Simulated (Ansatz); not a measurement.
Ideal-gas functions of CBr₂F₂ (`FC(F)(Br)Br`) at 400 K and 1 bar, from an Ansatz frequency run at PBE0-D4/def2-TZVP.

Molar mass 209.82 g/mol, point group C2v (symmetry number 2), electronic degeneracy 1, moments of inertia 156.099, 452.867, 521.599 u Å². Harmonic wavenumbers (cm⁻¹, unscaled): 164, 281, 334, 344, 372, 638, 823, 1120, 1190.

Use S(trans) = R[1.5 ln M + 2.5 ln T − 1.1517]; rotational temperatures θ = 24.2544 K / I; S(rot) = R[ln(√π/σ · √(T³/θAθBθC)) + 1.5]; for each mode x = 1.438777 ν̃/T, S = R[x/(eˣ − 1) − ln(1 − e⁻ˣ)] and H = RT x/(eˣ − 1); 1 cm⁻¹ = 0.0119627 kJ/mol; R = 8.31446 J/(mol·K).

By hand: the entropy, in J/(mol·K).

Translation 181.6. Rotation: θ = 0.1554, 0.0536, 0.0465 K, giving 118.9. Vibration, mode by mode: 12.82, 8.57, 7.27, 7.05, 6.49, 3.02, 1.79, 0.76, 0.62, in all 48.4. Electronic 0.0. Sum 348.9 J/(mol·K).

By hand: H − E and G − E in kJ/mol, counted from the electronic energy.

Zero-point energy ½ × 5266 × 0.0119627 = 31.5; thermal vibration 11.2; translation, rotation and pV give 4 RT = 13.3. H − E = 56.0 kJ/mol, and G − E = 56.0 − 400 × 348.9/1000 = -83.6 kJ/mol.

Vibration gives 14 % of the entropy.
